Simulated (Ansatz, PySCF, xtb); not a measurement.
Energy difference 2 R1 → P1 + P2, each structure at its B3LYP-D3(BJ)/def2-SVP stationary point, reached from a drawn start (curvature not checked).
R1, B3H6N3 (SMILES B1NBNBN1) (charge 0, multiplicity 1):
```xyz
12

B      1.44873     0.00000     0.00000
H      2.65593     0.00000     0.00000
N      0.70461     1.22042     0.00000
H      1.21108     2.09766     0.00000
B     -0.72437     1.25464     0.00000
H     -1.32796     2.30010     0.00000
N     -1.40921     0.00000     0.00000
H     -2.42216     0.00000     0.00000
B     -0.72437    -1.25464     0.00000
H     -1.32796    -2.30010     0.00000
N      0.70461    -1.22042     0.00000
H      1.21108    -2.09766     0.00000
```
P1: B6H10N6 (SMILES B1NBN(B2NBNBN2)BN1), charge 0, multiplicity 1.
P2: H2 (SMILES [H][H]), charge 0, multiplicity 1.

P less R. No zero-point or thermal terms. One arrangement of each flexible species, with no search for the lowest.

Run with Ansatz (Gaussian basis) for Hartree–Fock, density functionals and correlated methods; PySCF for the D3/D4 terms; xtb for the GFN methods. No computed number here is a measurement.

**Question.** Give the reaction energy at the level BLYP/def2-TZVPP.

**Answer.** -3.5 kcal/mol

**Question.** What reaction energy does BLYP-D4/def2-TZVPP give?

**Answer.** -9.3 kcal/mol

**Question.** What is the computed reaction energy (GFN2-xTB)?

**Answer.** 0.6 kcal/mol

Ansatz is a program for electronic structure.
